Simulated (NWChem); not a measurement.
Molecule: CH2N, doublet; SMILES C=[N]

Program: NWChem. Spin-unrestricted. In the optimisation the excess spin sits in b2 (C2v, its own frame). The geometry was optimised at PBE0/def2-SVP, spin-unrestricted. No stability test was run on the SCF state.

### Question
Predict the results for PBE/pcseg-2. Quantities: highest occupied level (eV); lowest empty minus highest occupied level, either spin (eV); dipole (D).

### Answer
```json
{
  "highest occupied level (eV)": "-6.15",
  "lowest empty minus highest occupied level, either spin (eV)": "2.25",
  "dipole (D)": "2.48"
}
```
